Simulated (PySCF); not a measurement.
PySCF input for C2H6N2Si, SMILES N[SiH](C#C)N, TDDFT-LC-ωPBE/def2-SVPD. The structure is a stationary point at PBE-D3(BJ)/def2-SVP. The structure was generated by enumeration, and PubChem lists no compound with its InChIKey, so it may never have been made. Other conformers were not sampled.

```python
import numpy as np
from pyscf import gto, scf, dft, tdscf

mol = gto.M(
    atom='''
    C     2.60008241   -0.30409791    0.08814797
    C     1.38572305   -0.13131278    0.17965976
    Si   -0.45197731    0.06541504    0.34375018
    N    -1.43479879   -1.23658791   -0.24770312
    N    -0.81107835    1.46183486   -0.62086781
    H     3.66854073   -0.45625085    0.00627766
    H    -0.74476995    0.10067330    1.82212497
    H    -1.33334301   -1.52428304   -1.22475830
    H    -1.58442147   -2.04777824    0.35698780
    H    -0.11181954    2.20461232   -0.68726034
    H    -1.76019722    1.84295123   -0.61272415
    ''',
    basis='def2-SVPD',
    charge=0,
    spin=0,
    max_memory=1600,
    verbose=4,
)
mf = dft.RKS(mol, xc='lc_wpbe').density_fit(auxbasis='def2-universal-jkfit')
mf.grids.level = 3
mf.conv_tol = 1e-9
mf.max_cycle = 100
mf.kernel()
mf.grids = dft.Grids(mol).set(level=1).build(with_non0tab=True)  # coarser grid for the response kernel
td = tdscf.TDDFT(mf)
td.singlet = True
td.nstates = 10
td.conv_tol = 1e-4
td.positive_eig_threshold = 1e-6
td.kernel(x0=td.get_init_guess(mf, 15))
td.analyze()
tt = tdscf.TDA(mf)
tt.singlet = False
tt.nstates = 4
tt.conv_tol = 1e-4
tt.positive_eig_threshold = 1e-6
tt.kernel(x0=tt.get_init_guess(mf, 9))
tt.analyze(verbose=3)
```

Output:

```
PySCF version 2.14.0

[INPUT] verbose = 4
[INPUT] num. atoms = 11
[INPUT] num. electrons = 46
[INPUT] charge = 0
[INPUT] spin (= nelec alpha-beta = 2S) = 0
[INPUT] symmetry False subgroup None
[INPUT] Mole.unit = angstrom
[INPUT] Symbol           X                Y                Z      unit          X                Y                Z       unit  Magmom
[INPUT]  1 C      2.600082410000  -0.304097910000   0.088147970000 AA    4.913443656199  -0.574661764953   0.166575521736 Bohr   0.0
[INPUT]  2 C      1.385723050000  -0.131312780000   0.179659760000 AA    2.618637048997  -0.248145190855   0.339507742005 Bohr   0.0
[INPUT]  3 Si    -0.451977310000   0.065415040000   0.343750180000 AA   -0.854113330418   0.123616510027   0.649593695470 Bohr   0.0
[INPUT]  4 N     -1.434798790000  -1.236587910000  -0.247703120000 AA   -2.711376756957  -2.336812478848  -0.468091057000 Bohr   0.0
[INPUT]  5 N     -0.811078350000   1.461834860000  -0.620867810000 AA   -1.532715947064   2.762467524742  -1.173270120458 Bohr   0.0
[INPUT]  6 H      3.668540730000  -0.456250850000   0.006277660000 AA    6.932537256512  -0.862189150600   0.011863058103 Bohr   0.0
[INPUT]  7 H     -0.744769950000   0.100673300000   1.822124970000 AA   -1.407411231306   0.190244965056   3.443317158031 Bohr   0.0
[INPUT]  8 H     -1.333343010000  -1.524283040000  -1.224758300000 AA   -2.519653119003  -2.880477481919  -2.314457755788 Bohr   0.0
[INPUT]  9 H     -1.584421470000  -2.047778240000   0.356987800000 AA   -2.994122644181  -3.869740037444   0.674609171811 Bohr   0.0
[INPUT] 10 H     -0.111819540000   2.204612320000  -0.687260340000 AA   -0.211308305975   4.166113495642  -1.298733818875 Bohr   0.0
[INPUT] 11 H     -1.760197220000   1.842951230000  -0.612724150000 AA   -3.326290671021   3.482673085630  -1.157880833407 Bohr   0.0

nuclear repulsion = 206.567613206265
number of shells = 66
number of NR pGTOs = 222
number of NR cGTOs = 152
basis = def2-SVPD
ecp = {}


[settings echo left out]
init E= -478.636862138124
  HOMO = -0.323499690321296  LUMO = -0.0193390186772917  gap/eV = 8.27663
cycle= 1 E= -478.324420968217  delta_E= 0.312  |g|= 0.479  |ddm|= 6.16
  HOMO = -0.322870220618276  LUMO = 0.0827444400109187  gap/eV = 11.03734
cycle= 2 E= -478.354729215745  delta_E= -0.0303  |g|= 0.372  |ddm|= 1.59
  HOMO = -0.384848250520458  LUMO = 0.0746347545262607  gap/eV = 12.50317
cycle= 3 E= -478.383724601486  delta_E= -0.029  |g|= 0.0608  |ddm|= 0.541
  HOMO = -0.379442863015638  LUMO = 0.0760697199519496  gap/eV = 12.39513
cycle= 4 E= -478.384599834452  delta_E= -0.000875  |g|= 0.0303  |ddm|= 0.25
  HOMO = -0.37934848650557  LUMO = 0.0764219757346765  gap/eV = 12.40215
cycle= 5 E= -478.384817646766  delta_E= -0.000218  |g|= 0.0103  |ddm|= 0.0802
  HOMO = -0.379657186751262  LUMO = 0.0766110487588381  gap/eV = 12.41569
cycle= 6 E= -478.384845456229  delta_E= -2.78e-05  |g|= 0.00184  |ddm|= 0.0326
  HOMO = -0.379746445568416  LUMO = 0.0764926861863673  gap/eV = 12.41490
cycle= 7 E= -478.384846753046  delta_E= -1.3e-06  |g|= 0.000392  |ddm|= 0.0105
  HOMO = -0.379774992533616  LUMO = 0.0765033608081986  gap/eV = 12.41597
cycle= 8 E= -478.384846837688  delta_E= -8.46e-08  |g|= 8.31e-05  |ddm|= 0.00366
  HOMO = -0.379776166874406  LUMO = 0.0765030280897165  gap/eV = 12.41599
cycle= 9 E= -478.384846859617  delta_E= -2.19e-08  |g|= 1.73e-05  |ddm|= 0.00113
  HOMO = -0.379778106393477  LUMO = 0.0765020599985244  gap/eV = 12.41602
cycle= 10 E= -478.384846859849  delta_E= -2.31e-10  |g|= 6.01e-06  |ddm|= 0.000133
  HOMO = -0.379777394245142  LUMO = 0.0765023436134378  gap/eV = 12.41600
Extra cycle  E= -478.384846859874  delta_E= -2.57e-11  |g|= 3.67e-06  |ddm|= 2.79e-05
converged SCF energy = -478.384846859874
tot grids = 41848
Overwritten attributes  positive_eig_threshold  of <class 'pyscf.tdscf.rks.TDDFT'>


******** <class 'pyscf.tdscf.rks.TDDFT'> for <class 'pyscf.df.df_jk.DFRKS'> ********
nstates = 10 singlet
deg_eia_thresh = 1.000e-03
wfnsym = None
conv_tol = 0.0001
eigh lindep = 1e-12
eigh level_shift = 0
eigh max_cycle = 100


Excitation energies (eV)
[5.91251612 6.28304622 6.29668118 7.19221905 7.32805144 7.76722798
 8.08907394 8.38730941 8.49339688 8.54893615]

** Singlet excitation energies and oscillator strengths **
Excited State   1:      5.91252 eV    209.70 nm  f=0.0001
      20 -> 24       -0.18102
      20 -> 26        0.20233
      20 -> 27       -0.11184
      21 -> 24        0.16009
      21 -> 25        0.49259
      21 -> 28        0.20183
      22 -> 25       -0.11876
      23 -> 24       -0.11441
      23 -> 26        0.11504
Excited State   2:      6.28305 eV    197.33 nm  f=0.0023
      20 -> 24       -0.16389
      20 -> 25       -0.29100
      20 -> 26        0.12339
      20 -> 28       -0.11498
      21 -> 24        0.24480
      21 -> 25       -0.18397
      21 -> 26       -0.28655
      21 -> 27        0.15144
      21 -> 28       -0.10320
      22 -> 25        0.20184
      23 -> 24       -0.13103
      23 -> 25       -0.19562
Excited State   3:      6.29668 eV    196.90 nm  f=0.0005
      20 -> 24        0.21269
      20 -> 25       -0.19258
      20 -> 26       -0.26777
      20 -> 27        0.14734
      20 -> 28       -0.11018
      21 -> 24        0.16380
      21 -> 25        0.29471
      21 -> 26       -0.10718
      21 -> 28        0.10719
      22 -> 24       -0.15942
      22 -> 26        0.16469
      23 -> 24        0.15166
      23 -> 25       -0.13307
      23 -> 26       -0.16576
Excited State   4:      7.19222 eV    172.39 nm  f=0.0244
      22 -> 24        0.27671
      22 -> 25       -0.30408
      22 -> 28        0.12714
      23 -> 24        0.35035
      23 -> 25       -0.34356
      23 -> 28        0.13042
Excited State   5:      7.32805 eV    169.19 nm  f=0.0819
      20 -> 24        0.24616
      20 -> 25        0.16829
      22 -> 24        0.33744
      22 -> 25        0.13493
      22 -> 27       -0.11408
      22 -> 28       -0.12169
      22 -> 29        0.10592
      23 -> 24       -0.33392
      23 -> 25       -0.22974
      23 -> 28        0.10932
Excited State   6:      7.76723 eV    159.62 nm  f=0.0289
      22 -> 24       -0.37275
      22 -> 25       -0.26014
      23 -> 24       -0.24766
      23 -> 25       -0.37380
      23 -> 26        0.11564
Excited State   7:      8.08907 eV    153.27 nm  f=0.0450
      20 -> 24        0.18125
      20 -> 25       -0.23493
      20 -> 26       -0.19259
      22 -> 24        0.12973
      22 -> 25       -0.36121
      23 -> 24       -0.20460
      23 -> 25        0.22331
      23 -> 26        0.22240
Excited State   8:      8.38731 eV    147.82 nm  f=0.0066
      20 -> 24       -0.12575
      22 -> 25       -0.23379
      22 -> 26       -0.14038
      22 -> 27        0.13047
      22 -> 28       -0.17891
      23 -> 24       -0.10242
      23 -> 26       -0.44929
      23 -> 27        0.17093
      23 -> 28       -0.11489
Excited State   9:      8.49340 eV    145.98 nm  f=0.0276
      20 -> 24        0.22361
      20 -> 27        0.15168
      22 -> 26       -0.49580
      22 -> 27        0.14927
      23 -> 25       -0.10034
      23 -> 26        0.10100
      23 -> 28       -0.20291
Excited State  10:      8.54894 eV    145.03 nm  f=0.0477
      21 -> 24        0.38759
      21 -> 26        0.44730
      21 -> 27        0.19759
      21 -> 30        0.13418
      23 -> 28        0.10035

** Transition electric dipole moments (AU) **
state          X           Y           Z        Dip. S.      Osc.
  1         0.0067      0.0288      0.0011      0.0009      0.0001
  2        -0.1129     -0.0285     -0.0343      0.0147      0.0023
  3         0.0417      0.0174     -0.0390      0.0036      0.0005
  4        -0.0771     -0.0803     -0.3550      0.1384      0.0244
  5        -0.6540      0.1439     -0.0874      0.4560      0.0819
  6         0.0686      0.3318     -0.1925      0.1519      0.0289
  7         0.4266      0.1968     -0.0793      0.2270      0.0450
  8        -0.0020      0.0788      0.1613      0.0322      0.0066
  9        -0.1022      0.1815      0.2988      0.1327      0.0276
 10         0.2838     -0.1441      0.3555      0.2277      0.0477

** Transition velocity dipole moments (imaginary part, AU) **
state          X           Y           Z        Dip. S.      Osc.
  1         0.0017      0.0064      0.0004      0.0000      0.0001
  2        -0.0261     -0.0071     -0.0084      0.0008      0.0023
  3         0.0096      0.0045     -0.0093      0.0002      0.0006
  4        -0.0214     -0.0240     -0.0972      0.0105      0.0264
  5        -0.1791      0.0405     -0.0260      0.0344      0.0852
  6         0.0233      0.0972     -0.0527      0.0128      0.0298
  7         0.1281      0.0595     -0.0271      0.0207      0.0464
  8        -0.0060      0.0223      0.0526      0.0033      0.0071
  9        -0.0266      0.0671      0.1022      0.0157      0.0334
 10         0.0900     -0.0515      0.1343      0.0288      0.0611

** Transition magnetic dipole moments (imaginary part, AU) **
state          X           Y           Z
  1         0.1551     -0.0815      0.0320
  2        -0.0077     -0.0160      0.0309
  3         0.0329      0.0668      0.0027
  4         0.9080      0.5300     -0.0440
  5         0.0918     -0.2503      0.8492
  6         0.3275     -0.3182     -0.2738
  7         0.3847     -0.4948     -0.0895
  8         0.0698      0.2215      0.6368
  9         0.2257      0.3591     -0.4666
 10         0.0742      1.0595      0.3399
Overwritten attributes  positive_eig_threshold  of <class 'pyscf.tdscf.rks.TDA'>


******** <class 'pyscf.tdscf.rks.TDA'> for <class 'pyscf.df.df_jk.DFRKS'> ********
nstates = 4 triplet
deg_eia_thresh = 1.000e-03
wfnsym = None
conv_tol = 0.0001
eigh lindep = 1e-12
eigh level_shift = 0
eigh max_cycle = 100


Excitation energies (eV)
[4.66826645 5.20631901 5.21223674 5.98693528]

** Triplet excitation energies and oscillator strengths **
Excited State   1:      4.66827 eV    265.59 nm  f=0.0000
Excited State   2:      5.20632 eV    238.14 nm  f=0.0000
Excited State   3:      5.21224 eV    237.87 nm  f=0.0000
Excited State   4:      5.98694 eV    207.09 nm  f=0.0000
```

The calculation finished and met its thresholds.

Cost: about 4 core-minutes (a rough figure).
